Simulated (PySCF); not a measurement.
Breaking a bond: AsH, triplet.

- UKS-PBE0 = unrestricted PBE0/cc-pVDZ (PySCF)
- UHF/cc-pVDZ (PySCF)
- ROHF/cc-pVDZ (PySCF)

Magnitude of the dipole moment (D; its direction can reverse along the curve, and a method can change to another solution) and Mulliken charge of the fragment that holds As1:

```tsv
R / Å	μ UKS-PBE0	q UKS-PBE0	μ UHF	q UHF	μ ROHF	q ROHF
1.16	0.92	0.11	1.01	0.16	1.00	0.15
1.22	0.83	0.07	0.91	0.12	0.91	0.11
1.31	0.69	0.04	0.76	0.08	0.75	0.08
1.36	0.61	0.02	0.68	0.07	0.66	0.06
1.45	0.45	0.01	0.51	0.05	0.49	0.05
1.47	0.42	0.01	0.47	0.05	0.45	0.05
1.53	0.31	0.01	0.35	0.05	0.33	0.05
1.58	0.22	0.01	0.24	0.05	0.23	0.05
1.61	0.17	0.01	0.18	0.05	0.16	0.05
1.68	0.04	0.02	0.03	0.06	0.01	0.06
1.76	0.10	0.03	0.13	0.06	0.18	0.07
1.90	0.35	0.04	0.38	0.07	0.50	0.08
2.06	0.61	0.06	0.43	0.06	0.88	0.10
2.30	0.81	0.06	0.34	0.03	1.45	0.13
2.54	0.66	0.04	0.24	0.02	1.98	0.16
2.74	0.46	0.03	0.16	0.01	2.39	0.18
3.05	0.19	0.01	0.09	0.01	2.95	0.20
3.38	0.06	0.00	0.05	0.00	3.46	0.21
3.76	0.02	0.00	0.03	0.00	3.92	0.22
4.17	0.00	0.00	0.01	0.00	4.31	0.22
4.60	0.00	0.00	0.01	0.00	4.64	0.21
5.36	0.00	0.00	0.00	0.00	5.16	0.20
6.19	0.00	0.00	0.00	0.00	5.72	0.19
```

The unrestricted determinant behind UKS-PBE0 is spin-contaminated at 2.30 to 6.19 Å (<S²> up to 3.0, against 2.00 for a pure triplet). The unrestricted determinant behind UHF is spin-contaminated at 2.06 to 6.19 Å (<S²> up to 3.0, against 2.00 for a pure triplet).
